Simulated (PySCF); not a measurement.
C2H6Cl2Hf, SMILES [CH3][Hf]([CH3])([Cl])[Cl], multiplicity 1.

The structure is a stationary point at PBE0-D3(BJ)/def2-SVP. The spin state was assumed, not searched. The def2 effective core potentials stand for the cores of Hf; spin–orbit coupling is left out.

Level of theory: PBE/def2-TZVP (PySCF).

Computed frontier levels, gap, dipole moment and polarisability:
The highest occupied level is -6.79 eV. The lowest empty level is -2.33 eV and the orbital gap is 4.46 eV. The dipole moment comes out as 1.49 D, the quadrupole, principal values (traceless, Buckingham form, about the centre of nuclear charge) is -5.24, 1.37, 3.87 D·Å and the mean static polarisability is 93.9 bohr³ (13.92 Å³). The polarisability, principal values comes out as 92.2, 93.0, 96.5 bohr³.
